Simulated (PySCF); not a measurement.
A search over the determinants of KCl

Unrestricted PBE0; K pcseg-1, Cl pcseg-1; no relativity (PySCF 2.14). Outer shells of the fragments: K 4s1; Cl 3s2 3p5.

Followed along the bond (rough minima from three points):

```
2Ms+1  unpaired  ⟨S²⟩ at the start  R at minimum (Å)  Te (eV)
    1      none               0.00              2.69     0.00
    3  σ ↑, π ↑               2.00  none in the scan   ≤ 4.40
```

Solutions found at the starting distance of 2.915 Å, counted from the lowest of them; the search is not exhaustive and high or unbound solutions are not listed, so other states can lie among these:

```
2Ms+1  unpaired   term  E (eV)  ⟨S²⟩  ⟨Lz²⟩   μ (D)
    1      none    ¹Σ⁺    0.00  0.00   0.00  -11.53
    3  σ ↑, π ↑     ³Π    4.40  2.00   1.01    2.01
    1  σ ↓, π ↑  mixed    4.42  1.00   1.01    2.16
    3      σ ↑↑    ³Σ⁺    4.60  2.00   0.00    2.06
    3      π ↑↑  mixed    6.04  2.00   2.01    0.35
    3      π ↑↑  mixed    6.11  2.00   2.01    0.65
```

A term symbol is given only where ⟨S²⟩ and ⟨Lz²⟩ are close to those of a pure state; real π, δ and φ orbitals otherwise mix terms. A positive dipole means K(−)Cl(+).

Counting both spins, an empty level lies below a filled one in some of these solutions, because spin and occupation are held.
